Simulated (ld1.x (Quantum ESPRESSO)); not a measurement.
Cutoff test, nitrogen (N), TM

* Element: N (Z = 7)
* Generator: ld1.x (Quantum ESPRESSO) 7.5
* Type: norm-conserving Troullier–Martins (Kleinman–Bylander form)
* Functional: revPBE
* Relativity: non-relativistic
* Frozen core: [He]
* Valence charge: 5
* Reference configuration: 2s2 2p3
* Partial waves: 2s (bound): rc 0.90 bohr; 2p (bound): rc 1.85 bohr; 3d channel at 0.35 Ry: rc 1.80 bohr
* Local potential: all-electron potential smoothed inside 1.05 bohr (lloc = -1)
* Core correction: none

The pseudo-atom Hamiltonian at the reference potential is diagonalised in spherical Bessel functions j_l(qr) that vanish at 20 bohr, with q² up to the cutoff. All-electron valence levels (Ry): 2s -1.3666, 2p -0.5175.

Problem. How do the lowest levels (Ry) of each channel move with the cutoff, and are there ghosts?

Solution.

| cutoff (Ry) | s #1 | s #2 | p #1 | d #1 | d #2 | f #1 | f #2 | Σ f·Δε (mRy) |
| --- | --- | --- | --- | --- | --- | --- | --- | --- |
| 8 | -1.2334 | -0.0168 | -0.1352 | 0.0750 | 0.1753 | 0.1187 | 0.2548 | 1413.1 |
| 12 | -1.2373 | -0.0168 | -0.2431 | 0.0750 | 0.1753 | 0.1187 | 0.2548 | 1081.7 |
| 18 | -1.2675 | -0.0177 | -0.3856 | 0.0750 | 0.1752 | 0.1187 | 0.2548 | 593.8 |
| 30 | -1.3232 | -0.0193 | -0.5043 | 0.0750 | 0.1752 | 0.1187 | 0.2548 | 126.2 |
| 40 | -1.3522 | -0.0202 | -0.5164 | 0.0750 | 0.1752 | 0.1187 | 0.2548 | 32.1 |
| 50 | -1.3617 | -0.0205 | -0.5172 | 0.0750 | 0.1752 | 0.1187 | 0.2548 | 10.6 |
| 60 | -1.3638 | -0.0206 | -0.5173 | 0.0750 | 0.1752 | 0.1187 | 0.2548 | 6.1 |
| 80 | -1.3642 | -0.0206 | -0.5174 | 0.0750 | 0.1752 | 0.1187 | 0.2548 | 5.0 |
| 110 | -1.3653 | -0.0206 | -0.5174 | 0.0750 | 0.1752 | 0.1187 | 0.2548 | 2.7 |
| 140 | -1.3663 | -0.0206 | -0.5175 | 0.0750 | 0.1752 | 0.1187 | 0.2548 | 0.6 |
| 180 | -1.3665 | -0.0206 | -0.5175 | 0.0750 | 0.1752 | 0.1187 | 0.2548 | 0.1 |
| 400 | -1.3666 | -0.0207 | -0.5175 | 0.0750 | 0.1752 | 0.1187 | 0.2548 | 0.0 |

Result: no extra level below or beside the all-electron valence levels (s, p, d, f tested); 10 mRy is reached at 55 Ry and 1 mRy at 140 Ry.

Its largest configuration-test error is +1151 meV.
